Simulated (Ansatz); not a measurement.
# Ligand exchange: Si(CH3)3Cl + Si3H8O2 → Si(CH3)2(SiH3)Cl + CH8O2Si2

Gas-phase species: Si(CH3)3Cl (chlorotrimethylsilane), singlet; Si3H8O2 `O[SiH]([SiH3])O[SiH3]`, singlet; Si(CH3)2(SiH3)Cl, singlet; CH8O2Si2 `CO[SiH](O)[SiH3]`, singlet. The partners trade CH3 for SiH3: Si–CH3 and O–SiH3 bonds give way to Si–SiH3 and O–CH3.

Shapes, held fixed at every level: PBE0-D4/def2-TZVP. Flexible molecules stand in one conformer, not always the lowest. Programs: Ansatz 0.2.0. Electronic energies: no zero-point or thermal term.

Q: Estimate ΔE of this reaction.

A: The highest level, CCSD(T)/CBS estimate, gives ΔE = +208.8 kJ/mol; the levels span +189.3 to +218.2. The column of differences is taken from that level and isn't an error. No measured value is set beside it here. The CBS estimate extrapolates MP2 from def2-TZVPP and def2-QZVPP and adds CCSD(T) − MP2 in the triple-zeta set, cores frozen.

```json
{"level": "r2SCAN-D4/def2-TZVPP", "kind": "meta-GGA", "ΔE (kJ/mol)": "+202.1", "less CCSD(T)/CBS estimate": "-6.7"}
{"level": "B3LYP-D4/def2-TZVPP", "kind": "global hybrid", "ΔE (kJ/mol)": "+200.0", "less CCSD(T)/CBS estimate": "-8.8"}
{"level": "PBE0-D4/def2-TZVPP", "kind": "global hybrid", "ΔE (kJ/mol)": "+189.3", "less CCSD(T)/CBS estimate": "-19.5"}
{"level": "B2PLYP/def2-TZVPP", "kind": "double hybrid", "ΔE (kJ/mol)": "+206.6", "less CCSD(T)/CBS estimate": "-2.2"}
{"level": "MP2/def2-TZVPP", "kind": "perturbation theory", "ΔE (kJ/mol)": "+218.2", "less CCSD(T)/CBS estimate": "+9.4"}
{"level": "CCSD(T)/def2-TZVPP", "kind": "coupled cluster or CI", "ΔE (kJ/mol)": "+205.2", "less CCSD(T)/CBS estimate": "-3.6"}
{"level": "CCSD(T)/CBS estimate", "kind": "coupled cluster or CI", "ΔE (kJ/mol)": "+208.8", "less CCSD(T)/CBS estimate": "0.0"}
```
